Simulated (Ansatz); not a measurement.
`[NH2][SnH2][F]` + `[OH][Sn]([OH])([F])[F]` → `[NH2][SnH2][OH]` + `[OH][Sn]([F])([F])[F]`  (redistribution)

Computed with Ansatz on PBE0-D4/def2-TZVP structures; ΔE is electronic, products minus reactants. CCSD(T)/CBS is the MP2 limit (def2-TZVPP, def2-QZVPP) plus CCSD(T) − MP2 in def2-TZVPP, frozen cores. Elements past krypton have def2 core potentials. For Sn outer-core shells are correlated without core-valence functions, which leaves a few kJ/mol of doubt a bond. Each species was taken in one conformer, which may not be the lowest.

```tsv
level	ΔE (eV)
SCS-MP2/def2-QZVPP	0.33
MP2/CBS(def2)	0.33
```

Task: What does CCSD(T)/CBS give? (An estimate is asked.)

Result: Ansatz gave: +0.33 eV. The listed levels differ from it by 0.00, 0.00 eV.

Largest T1 diagnostic among the species: 0.015.
